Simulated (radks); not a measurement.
Computed order of ionisation of caesium. At each step one electron was removed from each of the four highest sub-shells of the ion before, moves of one valence electron (up to charge 6) and the configuration listed by NIST were tried, and the lowest configuration was kept. Code: a radial shooting solver on a logarithmic mesh with Libxc functionals. Model: Dirac Kohn-Sham, BLYP, spin-unpolarised, spherical densities, finite nucleus; Fermi nuclear charge, rms radius of each element as measured or else 0.836 A^(1/3) + 0.57 fm. Sub-shells are occupied by j as written (lower j first in brackets).

species        lowest configuration found  NIST configuration  margin to the next tried (eV)  IE (eV)  NIST IE (eV)       kind
Cs                               [Xe] 6s1                same                          1.401    3.882         3.894       exp.
Cs+                                  [Xe]                same                         13.185   22.886        23.157       exp.
Cs2+     [Kr] 4d10 5s2 5p(1/2: 2, 3/2: 3)                same                          1.828   33.236        33.195  semi-emp.
Cs3+     [Kr] 4d10 5s2 5p(1/2: 2, 3/2: 2)                same                          1.996   44.227            43     theory
Cs4+     [Kr] 4d10 5s2 5p(1/2: 2, 3/2: 1)                same                          2.171   55.771            56     theory
Cs5+     [Kr] 4d10 5s2 5p(1/2: 2, 3/2: 0)                same                          2.352   70.339            69     theory
Cs6+     [Kr] 4d10 5s2 5p(1/2: 1, 3/2: 0)                same                         14.575   83.191            83     theory
Cs7+                        [Kr] 4d10 5s2                same                         15.084   112.03           110  semi-emp.
Cs8+                        [Kr] 4d10 5s1                same                         61.355   126.77         125.6  semi-emp.
Cs9+                            [Kr] 4d10                same                         64.393   209.45           213       exp.
Cs10+             [Kr] 4d(3/2: 4, 5/2: 5)                same                          2.515   235.92           233     theory
Cs11+             [Kr] 4d(3/2: 4, 5/2: 4)                same                          2.620   263.16           261     theory
Cs12+             [Kr] 4d(3/2: 4, 5/2: 3)                same                          2.727   291.16           289     theory
Cs13+             [Kr] 4d(3/2: 4, 5/2: 2)                same                          2.836   319.87           316     theory

Reference values: NIST Atomic Spectra Database (exp. = measured, semi-emp. = semi-empirical, theory = theoretical value adopted there). Spin polarisation and multiplet splitting are left out, so open shells lie too high by an amount that depends on their filling. Tried without a valid solution: [Xe] 4f(5/2: 1, 7/2: 0).

Beside tabulated values, note that spin-unpolarised runs miss the spin-polarisation part of the exchange energy of open shells.
